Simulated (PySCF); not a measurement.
H3O2, SMILES O[OH2+], charge +1. Atoms are numbered in the order given.

```xyz
5

O      0.7711    -0.1406     0.0000
O     -0.6583     0.1220     0.0000
H      1.1189     0.7795     0.0000
H     -1.0109    -0.3155     0.8128
H     -1.0109    -0.3155    -0.8128
```
Charge +1, spin multiplicity 1.

Geometry optimised at B3LYP-D3(BJ)/def2-TZVP. The isomer is the one that the SMILES or the coordinates give; other isomers of the formula were not compared.

Calculation: B3LYP-D3(BJ)/def2-TZVP in PySCF.

Frequencies are harmonic and unscaled.

```csv
mode,ν (cm⁻¹),IR (km/mol),moving atoms (share of kinetic energy)
1,429,251.4,H 95 %
2,867,94.2,"O 85 %, H 15 %"
3,1011,192.0,"H 73 %, O 27 %"
4,1161,4.4,"H 91 %, O 9 %"
5,1463,89.7,"H 89 %, O 11 %"
6,1629,85.5,H 95 %
7,3485,269.6,H 97 %
8,3555,400.2,"H 92 %, O 8 %"
9,3593,134.5,H 94 %
```
